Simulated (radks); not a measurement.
Values are calculated unless marked as measured or tabulated.
Radial electron density D(r) = 4 pi r^2 rho(r) of an atom or ion with 2 electrons. Level of theory: scalar-relativistic Kohn-Sham, Wu-Cohen GGA, spin-unpolarised, spherical densities, finite nucleus; Fermi nuclear charge, rms radius of each element as measured or else 0.836 A^(1/3) + 0.57 fm (a radial shooting solver on a logarithmic mesh with Libxc functionals).

```
   r/bohr * D(r) (the largest magnitude, 2.51, reaches the edge; | marks zero)
  0.02275 | *
  0.02801 | *
  0.03421 |  *
  0.04212 |    *
  0.05145 |      *
  0.06335 |         *
  0.07737 |            *
  0.09526 |                 *
   0.1164 |                       *
   0.1433 |                              *
   0.1764 |                                     *
   0.2154 |                                            *
   0.2652 |                                                   *
    0.324 |                                                      *
   0.3989 |                                                      *
   0.4872 |                                                 *
   0.5998 |                                        *
   0.7326 |                             *
    0.902 |                  *
    1.102 |         *
    1.356 |    *
    1.657 |  *
     2.04 | *
    2.491 | *
    3.068 | *
    3.747 |*
    4.613 |*
    5.634 *
    6.937 *
    8.473 *
```

What is the nuclear charge?

Answer. Z = 3. The innermost maximum, from 1s, lies near gamma/Z bohr with gamma = sqrt(1 - (Z/c)^2) = 1.000, here 0.333 bohr (found: 0.354), and its height grows with Z. The density is that of the lithium ion Li+ in 1s1.75 2s0.25; the configuration itself is not fixed sharply by these data. D(r) has 2 maxima, at r = 0.354, 2.39 bohr, and minima at 2.17 bohr, inside which lie 1.81 electrons.
